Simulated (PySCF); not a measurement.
CH3BGeO, GeH3O, GeH3O2, BClGeH4N and others (calculated)

Computed with PySCF 2.14.0. Calculation on a computer-drawn molecule: the log of a Hartree-Fock and frozen-core CCSD(T) single point meant for a local Hartree-Fock minimum, with one planted fault or none, to be diagnosed. Offsets are logged minus clean, where the clean run is the same molecule without the fault. The reference is restricted for singlets and unrestricted otherwise, and also for a bond in bohr or an excited solution. Adding or removing an electron swaps singlet and doublet. The excited solution moves the top pair (singlet) or top alpha electron (doublet) to the lowest empty orbital. Highest occupied and lowest empty are orbital energies over both spins, largest force is the largest gradient component, triples share is (T) over the correlation energy, the T1 limit is 0.02 restricted and 0.045 unrestricted, electrons count all cores, a negative frequency is imaginary (commonest isotopes), and the dipole is about the centre of nuclear charge; on germanium a core potential holds 10 electrons, which the energies leave out, and 3d is frozen in MP2 and coupled-cluster steps.

Common to all runs: logged SCF converged yes; possible faults no fault, one electron removed, one electron added, multiplicity raised by two, geometry at a saddle point, SCF held on an excited solution, minimal basis STO-3G, one bond length entered in bohr, all coordinates scaled.

(1) CH3BGeO

Logged structure:
```xyz
7
CH3BGeO
O     -1.0691     1.3967    -0.9369
B     -0.1069     0.7246    -0.7291
C      1.1524    -0.1239    -0.5214
Ge     2.0698    -0.5942    -2.2756
H      1.8463     0.3994     0.1388
H      0.8496    -1.0656    -0.0494
H      0.8476    -1.4470    -2.8116
```

- meant charge: 0
- meant multiplicity: 1
- meant basis: cc-pVDZ
- meant basis and core potential on germanium: cc-pVDZ-PP ECP10MDF
- logged electrons: 55
- logged basis functions: 80
- logged spin squared: 0.7643
- logged highest occupied: -1.3815 eV
- logged lowest empty: 7.3608 eV
- logged largest force: 0.025578 hartree/bohr
- logged T1 diagnostic: 0.016696
- logged D1 diagnostic: 0.044948
- logged triples share: 0.031724
- logged CC converged: yes
- logged dipole magnitude: 2.6028 debye
- logged SCF stable within its kind: yes
- logged energy HF: -432.6033 hartree
- logged energy CCSD(T): -433.13296 hartree
- planted fault: one electron added
- HF energy offset from clean run: -15.48 kcal/mol
- CCSD(T) energy offset from clean run: -18.53 kcal/mol

Drawn bonds:
| atom | other atom | order |
| --- | --- | --- |
| 1 | 2 | 2 |
| 2 | 3 | 1 |
| 3 | 4 | 1 |
| 3 | 5 | 1 |
| 3 | 6 | 1 |
| 4 | 7 | 1 |

(2) GeH3O

Logged structure:
```xyz
5
GeH3O
O     -0.3004     0.6416     1.6591
Ge     0.7999    -0.7829     2.2621
H      0.5676     1.6669     0.4928
H      1.3604    -1.2486     0.8063
H      2.1310     0.0977     2.5830
```

- meant charge: -1
- meant multiplicity: 1
- meant basis: aug-cc-pVDZ
- meant basis and core potential on germanium: aug-cc-pVDZ-PP ECP10MDF
- logged electrons: 44
- logged basis functions: 82
- logged spin squared: 0.8624
- logged highest occupied: -2.691 eV
- logged lowest empty: 4.1534 eV
- logged largest force: 0.0074498 hartree/bohr
- logged T1 diagnostic: 0.06991
- logged D1 diagnostic: 0.28646
- logged triples share: 0.044692
- logged CC converged: yes
- logged dipole magnitude: 1.0722 debye
- logged SCF stable within its kind: yes
- logged energy HF: -369.88727 hartree
- logged energy CCSD(T): -370.23526 hartree
- planted fault: one bond length entered in bohr, row 2 of the drawn bonds
- HF energy offset from clean run: 72.44 kcal/mol
- CCSD(T) energy offset from clean run: 80.69 kcal/mol

Drawn bonds:
| atom | other atom | order |
| --- | --- | --- |
| 1 | 2 | 1 |
| 1 | 3 | 1 |
| 2 | 4 | 1 |
| 2 | 5 | 1 |

Notes: T1 above single-reference limit.

(3) GeH3O2

Logged structure:
```xyz
6
GeH3O2
O     -1.7559    -1.4005     0.6511
Ge    -0.9234    -2.3796    -0.4180
O      0.2615    -1.4643    -1.4894
H     -1.7795    -3.1565    -1.4854
H      0.0001    -3.4882     0.2079
H      0.6808    -2.0397    -2.1070
```

* meant charge: -1
* meant multiplicity: 1
* meant basis: aug-cc-pVDZ
* meant basis and core potential on germanium: aug-cc-pVDZ-PP ECP10MDF
* logged electrons: 52
* logged basis functions: 105
* logged spin squared: 0
* logged highest occupied: -4.7947 eV
* logged lowest empty: 3.9978 eV
* logged largest force: 3.6e-05 hartree/bohr
* logged lowest frequency: 103.7 cm⁻¹
* logged T1 diagnostic: 0.020645
* logged D1 diagnostic: 0.057729
* logged triples share: 0.033006
* logged CC converged: yes
* logged dipole magnitude: 5.2204 debye
* logged SCF stable within its kind: yes
* logged energy HF: -444.89428 hartree
* logged energy CCSD(T): -445.46482 hartree
* planted fault: no fault
* HF energy offset from clean run: 0 kcal/mol
* CCSD(T) energy offset from clean run: 0 kcal/mol

Drawn bonds:
| atom | other atom | order |
| --- | --- | --- |
| 1 | 2 | 1 |
| 2 | 3 | 1 |
| 2 | 4 | 1 |
| 2 | 5 | 1 |
| 3 | 6 | 1 |

Notes: T1 above single-reference limit.

(4) BClGeH4N

Logged structure:
```xyz
8
BClGeH4N
N     -1.4492     1.3827     0.8584
B     -1.8355     0.2638     0.2428
Ge    -1.0009    -0.5313    -1.4017
Cl     0.6333     0.7384    -2.0047
H     -0.7001     1.9262     0.5465
H     -1.8842     1.7325     1.6561
H     -1.9043    -0.5786    -2.5799
H     -0.3889    -1.8678    -1.1871
```

- meant charge: 0
- meant multiplicity: 2
- meant basis: cc-pV(D+d)Z
- meant basis and core potential on germanium: cc-pVDZ-PP ECP10MDF
- logged electrons: 65
- logged basis functions: 94
- logged spin squared: 0.7609
- logged highest occupied: -8.6249 eV
- logged lowest empty: 2.3195 eV
- logged largest force: 0.026627 hartree/bohr
- logged T1 diagnostic: 0.013612
- logged D1 diagnostic: 0.05169
- logged triples share: 0.025955
- logged CC converged: yes
- logged dipole magnitude: 2.8942 debye
- logged SCF stable within its kind: yes
- logged energy HF: -834.37515 hartree
- logged energy CCSD(T): -834.89544 hartree
- planted fault: all coordinates scaled, by -2.7 %
- HF energy offset from clean run: 3.824 kcal/mol
- CCSD(T) energy offset from clean run: 5.913 kcal/mol

Drawn bonds:
| atom | other atom | order |
| --- | --- | --- |
| 1 | 2 | 1 |
| 2 | 3 | 1 |
| 3 | 4 | 1 |
| 1 | 5 | 1 |
| 1 | 6 | 1 |
| 3 | 7 | 1 |
| 3 | 8 | 1 |

(5) BGeH3O

Logged structure:
```xyz
6
BGeH3O
B      0.9827     1.4998     1.4577
Ge     0.0796     0.1408     0.1696
O      0.3303    -1.4626     0.2202
H      2.0309     1.9946     1.1675
H      0.4541     1.7895     2.4895
H     -0.8732     0.7550    -0.8723
```

* meant charge: 0
* meant multiplicity: 1
* meant basis: cc-pVDZ
* meant basis and core potential on germanium: cc-pVDZ-PP ECP10MDF
* logged electrons: 48
* logged basis functions: 66
* logged spin squared: 0
* logged highest occupied: -5.6747 eV
* logged lowest empty: -4.3228 eV
* logged largest force: 0.054534 hartree/bohr
* logged CC converged: no
* logged dipole magnitude: 4.8247 debye
* logged SCF stable within its kind: no
* logged energy HF: -394.20694 hartree
* planted fault: SCF held on an excited solution
* HF energy offset from clean run: 237.5 kcal/mol

Drawn bonds:
| atom | other atom | order |
| --- | --- | --- |
| 1 | 2 | 1 |
| 2 | 3 | 2 |
| 1 | 4 | 1 |
| 1 | 5 | 1 |
| 2 | 6 | 1 |

Notes: CCSD not converged.
